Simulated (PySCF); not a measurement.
triflic acid anion (CHF₃O₃S), SMILES O=S(=O)(O)C(F)(F)F (connectivity only; charge and spin as stated), charge -1, multiplicity 2. Atoms are numbered in the order given.

```xyz
9

O      2.4378    -0.3224    -1.0879
S      0.8610     0.0734    -0.1349
O      1.2186    -0.5709     1.1791
O      0.8905     1.5663    -0.2093
C     -1.1934    -0.1140     0.0873
F     -1.7057     0.4882     1.1809
F     -1.8342     0.4027    -0.9864
F     -1.5401    -1.4215     0.1572
H      2.7289    -1.0984    -0.5855
```
Charge -1, spin multiplicity 2.

Geometry optimised at r2SCAN-D4/def2-SVPD. The multiplicity is an assumed one; other spin states were not compared. Other conformers were not sampled.

Method: r2SCAN-D4/def2-SVPD run with PySCF.

Frequencies are harmonic and unscaled.

```csv
mode,ν (cm⁻¹),IR (km/mol),moving atoms (share of kinetic energy)
1,49,0.7,"F 50 %, O 49 %"
2,105,0.0,"O 52 %, F 36 %"
3,133,1.7,"F 47 %, O 43 %"
4,135,9.5,"F 45 %, O 24 %, S 22 %"
5,217,12.3,"F 45 %, O 27 %, H 17 %"
6,230,41.0,"O 44 %, H 43 %"
7,286,3.5,"F 49 %, O 25 %, S 15 %"
8,340,84.5,"O 85 %, F 9 %"
9,353,21.5,"O 66 %, H 30 %"
10,466,64.9,"O 50 %, S 31 %, F 18 %"
11,513,0.1,F 92 %
12,516,79.1,"F 38 %, O 32 %, S 27 %"
13,536,131.7,"F 41 %, S 30 %, O 26 %"
14,692,15.8,"F 81 %, C 19 %"
15,940,82.6,"H 79 %, O 18 %"
16,989,245.5,"O 35 %, C 33 %, F 18 %, S 9 %"
17,1049,140.9,"C 37 %, O 32 %, F 18 %, S 12 %"
18,1080,161.7,"C 72 %, F 23 %"
19,1099,331.8,"C 70 %, F 22 %"
20,1189,367.1,"O 51 %, S 41 %"
21,3789,26.0,H 94 %
```
